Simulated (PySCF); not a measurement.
The same groups moved round the core (thiophene hydroxy+boryl). Gas-phase values, no solvent. One relaxed conformer stands for each flexible species; it need not be the lowest. Strings in code marks are SMILES.

The S1–T1 gap (TDA) from two functionals at the same geometries (PBE0-D3(BJ)/def2-SVP), both in PySCF: PBE-D3(BJ)/def2-TZVP and ωB97X-D3(BJ)/def2-TZVP. Excitations are Tamm–Dancoff values on a coarser integration grid. The basis has no diffuse functions, so Rydberg states are missing or too high.

```json
[
 {"species": "`s1c(c(B)cc1)O`", "PBE-D3(BJ)/def2-TZVP (eV)": "0.98", "ωB97X-D3(BJ)/def2-TZVP (eV)": "1.57"},
 {"species": "`Bc1csc(O)c1`", "PBE-D3(BJ)/def2-TZVP (eV)": "0.89", "ωB97X-D3(BJ)/def2-TZVP (eV)": "1.55"},
 {"species": "`Bc1cscc1O`", "PBE-D3(BJ)/def2-TZVP (eV)": "0.59", "ωB97X-D3(BJ)/def2-TZVP (eV)": "1.13"},
 {"species": "`c1(ccsc1B)O`", "PBE-D3(BJ)/def2-TZVP (eV)": "1.24", "ωB97X-D3(BJ)/def2-TZVP (eV)": "1.75"}
]
```

Over these rows, drawn at random from the members with no instability flagged (it was tested for open shells, ions and some series alone), PBE minus ωB97X-D3(BJ): mean -0.58 eV, from -0.66 eV to -0.51 eV.
